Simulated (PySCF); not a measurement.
## Structure elucidation problem

The spectra below were simulated for a compound C6H8N2.

¹H NMR (600 MHz, computed): δ 8.52 (d, 2H), 6.42 (d, 2H), 3.60 (br s, 1H), 2.83 (s, 3H).

¹³C{¹H} NMR (computed): δ 159.1, 158.6 (2C), 110.6 (2C), 31.3.

Calculated, not measured (PySCF): σ from GIAO-B97-2/pcSseg-2, PBE0-D3(BJ)/def2-TZVP geometry. Relativity neglected, one conformer, no solvent, equivalent nuclei averaged.

Scale: TMS for ¹H (31.64 ppm), ¹³C (185.38 ppm) (reference shieldings calculated alike).

Question: Propose a structure and justify it.

Answer: 
Rings plus π bonds: 4 (1 ring in the answer). 4 carbon signals for 6 carbons: some carbons are equivalent by symmetry or fast rotation. Carbon types of the structure: 1 × C, 4 × CH, 1 × CH3, leaving 1 H on heteroatoms. δC 159.1: aromatic carbon bearing nitrogen; an ipso carbon deshielded by its heteroatom. δC 158.6: aromatic CH next to a ring nitrogen; the adjacent pyridine-type nitrogen withdraws density from it. δC 110.6: aromatic CH; π donation from the O or N substituent raises the electron density at positions ortho and para to it. δC 31.3: methyl carbon bonded to N; deshielded by the electronegative neighbour. δH 8.52: hydrogen on an aromatic CH next to a ring nitrogen; ring current plus the neighbouring ring nitrogen. δH 3.60: hydrogen on an aniline-type nitrogen; labile proton, position sensitive to the medium. δH 2.83: hydrogen on a methyl carbon bonded to N; its carbon carries N, an electronegative neighbour.

The compound is `CNc1ccncc1`.

This is the structure that produced the data.

Exchangeable OH/NH protons stand at their gas-phase positions; hydrogen bonding in a real sample shifts them, mostly to higher δ. Shifts are as computed. Against solution values, carbons near 30 ppm lie about +3 ppm off and those near 130 ppm about +7 ppm. Of 1309 compounds with measured shifts, 239 miss one by over three times the rms of a fit or turn the order of signals round; such compounds aren't used in these exercises. No couplings were computed; multiplicities are counted from neighbouring protons, with m where these are inequivalent, close in shift, in a saturated or five-membered ring or joined by F or P, and br s for small geminal =CH2 splittings.
